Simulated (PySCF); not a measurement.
Al(Cl)(H)(OSiH3) (AlClH₄OSi), SMILES [O]([SiH3])[AlH][Cl].

The structure is a stationary point at B3LYP-D3(BJ)/def2-SVP. One conformer was computed; it need not be the lowest.

Level of theory: IEF-PCM-ωB97X/def2-SVP (PySCF).

The values are the electrostatic part of the solvation free energy, E(continuum) − E(gas) at the gas-phase geometry, in a cavity of scaled van der Waals radii (PySCF's table); cavitation and dispersion terms are not included. A continuum can't describe solvent molecules that bind to the metal. In vacuum the orbital gap is 12.37 eV. The dipole moment in vacuum is 1.11 D.

| solvent | ε | ΔG(elec) (kcal/mol) | dipole (D) | gap (eV) |
|---|---|---|---|---|
| water | 78.36 | -4.6 | 1.37 | 12.81 |
| dichloromethane | 8.93 | -3.9 | 1.33 | 12.74 |
| ethylethanoate | 5.99 | -3.5 | 1.31 | 12.70 |
